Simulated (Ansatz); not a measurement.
Consider the isomerisation: `[SnH3][GeH]1[CH2][O]1` → `[SnH3][CH]1[O][GeH2]1`.

Calculated with Ansatz (gas phase, PBE0-D4/def2-TZVP geometries, no zero-point term in ΔE). CCSD(T)/CBS adds triple-zeta CCSD(T) − MP2 to the extrapolated MP2 energy (def2 sets, frozen cores). DFT in def2-TZVPP. def2 core potentials past Kr. For Ge, Sn outer-core shells are correlated without core-valence functions, which leaves a few kJ/mol of doubt a bond. Scalar relativity is left out up to krypton.

```tsv
level	ΔE (kJ/mol)
r2SCAN-D4	78.9
PBE0-D4	81.2
B2PLYP	76.7
HF/CBS(def2)	77.0
```

Problem. What does CCSD(T)/CBS give? (An estimate is asked.)

Solution. Ansatz gave: +72.4 kJ/mol. The listed levels differ from it by 6.5, 8.8, 4.3, 4.6 kJ/mol.

Largest T1 diagnostic among the species: 0.015.

In def2-TZVPP, CCSD(T) changes the Hartree–Fock value by −8.0 kJ/mol (the triples alone add −1.5 kJ/mol) and MP2 by −8.7 kJ/mol.

CCSD(T)/CBS has its own doubt, a few kJ/mol and more with outer-core shells, so smaller differences from it don't rank the levels.
